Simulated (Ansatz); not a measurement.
Born–Oppenheimer molecular dynamics of F$_{5}$H$_{3}$OW (10 atoms, charge 0, multiplicity 1). It starts at the highest image of a converged band. Of that band: The profile has 2 maxima (images 3, 5) with wells between them (image 4): this band takes more than one step, which may be the mechanism or a detour left from its start path. Neighbouring images differ by up to 1.7 eV, so the band resolves the path poorly. A vibrational analysis at the climbing image gives one clearly imaginary mode, 1167i cm⁻¹: a first-order saddle point.

The calculation used RKS B3LYP-D4/def2-SVP (Ansatz 0.2.0).

| Quantity | Value |
| --- | --- |
| ensemble | NVE (velocity Verlet) |
| time step | 0.5 fs |
| steps asked | 200 |
| starting velocities drawn for | 300 K |
| seed | 3129 |

First frame:

```xyz
10
Properties=species:S:1:pos:R:3
W 0.081 0.097 -0.007
O -0.260 0.033 2.053
H -0.930 0.693 2.304
F 1.513 0.508 -1.131
F 0.049 1.960 0.178
F -1.774 0.328 0.161
F 0.706 -1.590 0.438
F -0.514 -0.723 -1.573
H 1.607 0.458 1.105
H 0.951 0.391 1.802
```

(1) What does the run give?

(2) What happens to the structure?

(3) How do temperature and energy run in time?

## Answers

(1) All steps were run.

* steps done: 200
* time covered: 100 fs
* mean temperature over the second half: 1205 K
* spread of the potential energy over the second half: 15.5 meV per atom
* mean potential energy of the second half above the start: -93.6 meV per atom

The conserved energy stayed within 0.039 meV per atom of its start (net change 0.027 meV per atom), so the integration is sound. The kinetic energy rose, since the run started high on the potential surface and went downhill. It ends in pieces (F5HOW + H2), so much of that is their flight and rotation, not heat. A run of 0.1 ps of so small a system gives no equilibrium averages. The orbitals stay closed-shell, which can raise the energy where a bond breaks towards radicals; this wasn't checked here.

(2) Between its relaxed ends the band would form W1–H9, O2–H10 and break H9–H10. These pairs go: W1–H9 1.92 → 7.51 Å, O2–H10 1.29 → 7.38 Å, H9–H10 0.96 → 0.75 Å. In the last frame they stand as before the step (other bonds may differ from the relaxed reactants and products). Also parted: W1–H10 2.03 → 7.78 Å. It ends as F5HOW + H2. Pairs count as bonded within 1.25 times the sum of covalent radii (0.12 Å more for H–H). The details hang on the random start.

(3) 
```
time (fs)  T (K)  potential energy less start (eV)  conserved less start (meV/atom)
        0    300                             0.000                             0.00
        8    302                            -0.001                             0.03
       16    635                            -0.346                             0.02
       24    984                            -0.707                             0.01
       32    935                            -0.656                             0.01
       40   1049                            -0.775                             0.01
       48   1286                            -1.020                            -0.01
       56   1032                            -0.757                             0.02
       64   1074                            -0.800                             0.02
       72   1196                            -0.926                             0.00
       80   1088                            -0.815                             0.03
       88   1437                            -1.176                            -0.01
       96   1391                            -1.128                             0.01
```

Run time: 5.3 min on 4 threads of Intel(R) Xeon(R) 6975P-C (Granite Rapids), with other jobs on the host, peak memory 0.38 GiB.
